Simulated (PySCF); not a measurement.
# Working with the constants of CoSe

ROHF-SCS-MP2 constants of CoSe, ⁴Δ (quartet), unpaired electrons π ↑↑, δ ↑ (PySCF, spin-free X2C with a Gaussian nucleus, basis sets Co x2c-TZVPPall, Se x2c-TZVPPall; masses 58.9332 and 79.9165 u):

| Property | Result |
| --- | --- |
| ωe | 352.0 cm⁻¹ |
| ωexe | 0.904 cm⁻¹ |
| Be | 0.10886 cm⁻¹ |
| αe | 0.000403 cm⁻¹ |
| D (centrifugal) | 4.16e-08 cm⁻¹ |

**Question.** Give the vibrational terms G(v) and spacings up to v = 6.

**Answer.** G(v) = ωe(v+½) − ωexe(v+½)².

```
v  G(v) (cm⁻¹)  G(v) − G(v−1)  Bv (cm⁻¹)
0        175.8                    0.1087
1        526.0          350.2     0.1083
2        874.4          348.4     0.1079
3       1220.9          346.6     0.1074
4       1565.7          344.8     0.1070
5       1908.7          343.0     0.1066
6       2249.8          341.2     0.1062
```

Correlated steps freeze 14 core orbitals. Spin–orbit coupling is left out. With d or f electrons several states lie close, and the lowest PBE0 determinant need not be the measured ground state.
